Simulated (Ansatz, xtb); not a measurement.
**Relaxing a trial structure of FH2SiSn**

The starting geometry of this gas-phase doublet has its atoms placed at random.

```yaml
atoms:
  - { symbol: F, position_ang: [-0.2315, -1.2055, 1.1229] }
  - { symbol: Si, position_ang: [-1.9211, 0.3860, -0.2061] }
  - { symbol: Sn, position_ang: [1.2969, -0.3006, -1.0488] }
  - { symbol: H, position_ang: [0.5064, 0.5683, 0.0783] }
  - { symbol: H, position_ang: [-0.6112, 0.0086, -0.5941] }
```

One run relaxed it with r2SCAN-D4/def2-SVP. What is a likely outcome?

It ends as a structure with F1 bridging Si2 and Sn3, H5 bridging Sn3 and Si2, given below by its coordinates. Distances that change by over a tenth: Si2–Sn3 (3.40 → 3.01 Å), Si2–H5 (1.42 → 1.70 Å). Contacts that close: F1–Si2 (2.67 → 1.81 Å), F1–Sn3 (2.81 → 2.22 Å).

The energy falls by 4.39 eV over 10 steps:

```
step  E − E(last) (eV)
   1             4.386
   2             3.024
   3             1.640
   4             0.517
   5             0.135
   6             0.022
   7             0.002
   8             0.000
   9             0.000
  10             0.000
```

Final geometry (Å):

```xyz
5

F    -0.4946   -1.0416    0.8817
Si   -1.8966   -0.2124    0.0879
Sn    1.0038   -0.4729   -0.6569
H     1.2235    1.0668    0.2078
H    -0.7965    0.1168   -1.1681
```

From the same start GFN2-xTB ends elsewhere, differing in F1–Si2 (3.31 against 1.81 Å here), Si2–H4 (1.48 against 3.37 Å here), Sn3–H4 (3.67 against 1.78 Å here), Sn3–H5 (3.68 against 1.96 Å here).

From so rough a start the end depends on the optimiser's path, so another program may land elsewhere. The end wasn't checked by frequencies. Open shells are spin-unrestricted. Atoms past krypton carry core potentials, without spin–orbit terms. Run with Ansatz 0.2.0, 82 s on 1 thread of AMD EPYC 7R43 64-Core Processor (Zen 3) (shared host).
